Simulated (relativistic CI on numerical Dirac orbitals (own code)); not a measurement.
Hyperfine structure of Ir XXX, mass number 191

Calculated at this level of theory: Dirac-Coulomb-Breit CI, orbitals from a KLI potential per configuration, model QED, unscaled Slater integrals (own radial code, finite nucleus).

Configuration list (outside the closed core [Ar] 3d10): 4s2 4p6 4d10 4f2, 4s2 4p6 4d9 4f3, 4s2 4p6 4d10 4f 5s, 4s2 4p6 4d10 4f 5p, 4s2 4p6 4d10 5s2, 4s2 4p5 4d10 4f3, 4s2 4p6 4d10 5s 5p, 4s2 4p6 4d10 4f 5d, 4s2 4p6 4d10 5p2, 4s2 4p6 4d10 5s 5d, 4s 4p6 4d10 4f3, 4s2 4p6 4d9 4f2 5s, 4s2 4p6 4d9 4f 5s2, 4s2 4p6 4d10 5p 5d, 4s2 4p6 4d10 4f 5f, 4s2 4p6 4d9 4f2 5p. Levels of other configurations are missing.

Nuclear spin I = 3/2, μ = 0.1502 μN, Q = 0.816 b (tables of Stone and Pyykkö). The electronic factors are computed for point nuclear moments, without core polarisation or the Bohr-Weisskopf and QED corrections.

```csv
Level,E (eV),A (MHz),B (MHz)
4s2 4p6 4d10 4f2 3H_4,0.0000,521.3,3990
4s2 4p6 4d10 4f2 3F_2,2.7584,522.2,-1690
4s2 4p6 4d10 4f2 3H_5,4.2545,372.2,4510
4s2 4p6 4d10 4f2 3F_3,6.0979,330.5,-1330
4s2 4p6 4d10 4f2 3H_6,7.6980,311.6,5480
4s2 4p6 4d10 4f2 1D_2,10.6763,290.9,-2440
4s2 4p6 4d10 4f2 3F_4,10.9148,281.7,-450
4s2 4p6 4d10 4f2 3P_1,12.8335,-20.05,1500
```

Levels with J = 0, under 50 % of one LS term, or S terms without an open s electron are left out. Small factors come from cancelling terms and can be off by tens of per cent or more.

At this charge energies of transitions that change n are usually good to better than 1 %, and those within a shell (Δn = 0) to a few per cent. Terms inside the open d or f shell come out 10 to 20 % too wide with unscaled integrals.

(1) Give the hyperfine levels of 4s2 4p6 4d10 4f2 3H_4 relative to its centre of gravity.

## Answers

(1) With K = F(F + 1) − I(I + 1) − J(J + 1), E = AK/2 + B[¾K(K + 1) − I(I + 1)J(J + 1)]/[2I(2I − 1)J(2J − 1)]: F = 5/2: -1949, F = 7/2: -2869, F = 9/2: -1486, F = 11/2: 4126 MHz.

LS names give the leading component of a level, which can be under half, so a name can repeat, a term be missing and a line seem to break the LS rules.
